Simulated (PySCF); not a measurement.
PySCF job for C4H6ClF, SMILES C1(F)(CCC1)Cl, SMD-PBE0/def2-SVP. The structure is a stationary point at PBE0-D3(BJ)/def2-SVP.

```python
import numpy as np
from pyscf import gto, scf, dft
from pyscf.solvent import smd

mol = gto.M(
    atom='''
    F     1.67416233   -0.53092676    0.00000001
    C     0.41003041   -0.06397192    0.00000000
    Cl   -0.70550172   -1.46868314   -0.00000000
    C     0.04160187    0.95206057   -1.08006481
    C    -0.75017827    1.71856755   -0.00000000
    C     0.04160185    0.95206056    1.08006481
    H     0.95304302    1.49079503   -1.38090251
    H    -0.48006753    0.57897027   -1.97099846
    H    -0.66490939    2.81335341   -0.00000000
    H    -1.81330847    1.44076968   -0.00000001
    H    -0.48006755    0.57897027    1.97099847
    H     0.95304301    1.49079503    1.38090251
    ''',
    basis='def2-SVP',
    charge=0,
    spin=0,
    max_memory=1600,
    verbose=3,
)
mf = dft.RKS(mol, xc='pbe0').density_fit(auxbasis='def2-universal-jkfit')
mf.grids.level = 3
mf.conv_tol = 1e-9
mf.max_cycle = 100
mf.kernel()
res = {}
for name in ['water', 'acetone', 'N,N-dimethylformamide']:
    s = mf.SMD()
    s.with_solvent.solvent, s.with_solvent.sasa_ng = name, 194
    s.kernel(mf.make_rdm1())
    res[name] = (s.e_tot, s.with_solvent.get_cds(), s.dip_moment(), s.mo_energy, s.converged)
    print(f'SMD {name}: dG(solv) = {(s.e_tot - mf.e_tot) * 627.509474:.3f} kcal/mol, of which CDS {res[name][1] * 627.509474:.3f}')
```

Program output:

```
converged SCF energy = -715.2918230504
converged SCF energy = -715.292822264686
Dipole moment(X, Y, Z, Debye): -0.44516,  2.86578, -0.00000
SMD water: dG(solv) = -0.627 kcal/mol, of which CDS 2.648
converged SCF energy = -715.299864754702
Dipole moment(X, Y, Z, Debye): -0.44866,  2.83041, -0.00000
SMD acetone: dG(solv) = -5.046 kcal/mol, of which CDS -1.949
converged SCF energy = -715.29882818047
Dipole moment(X, Y, Z, Debye): -0.44661,  2.85174, -0.00000
SMD N,N-dimethylformamide: dG(solv) = -4.396 kcal/mol, of which CDS -1.191
```

Self-consistency was reached.

Cost: very roughly 120 core-seconds.
